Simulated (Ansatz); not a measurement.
Nb2O2⁻. Total charge -1; quartet. Geometry r2SCAN-D4/def2-TZVPD; atoms count from 1.

```xyz
4

Nb   -0.241    0.304   -1.250
Nb    0.236   -0.296    1.233
O    -0.464    1.033    2.080
O     0.469   -1.041   -2.063
```

In the def2 sets Nb takes a core potential; there is no spin–orbit coupling. The structure comes from a short search, and lower isomers may exist.

Q: Estimate the Mulliken populations from the PBE0/def2-TZVPD orbitals of Ansatz.

A: 
| atom | charge (e) | spin (α − β) | d electrons |
| --- | --- | --- | --- |
| Nb1 | 0.19 | 1.57 | 3.44 |
| Nb2 | 0.20 | 1.62 | 3.44 |
| O3 | -0.70 | -0.09 | – |
| O4 | -0.70 | -0.09 | – |
Mulliken values and Mayer orders depend strongly on the basis. With diffuse functions, as here, like atoms can get unlike values, and bond orders can come out too low or too high.

Q: Where does the spin sit?

A: Summed by element: Nb 3.19, O -0.19, of 3 unpaired in all. Largest on single atoms: Nb2 1.62, Nb1 1.57, O3 -0.09.

Q: And the Mayer bond orders between bonded heavy atoms (over 0.3)?

A: Nb1–Nb2 2.43 (2.60 Å); Nb1–O4 1.82 (1.72 Å); Nb2–O3 1.82 (1.72 Å).
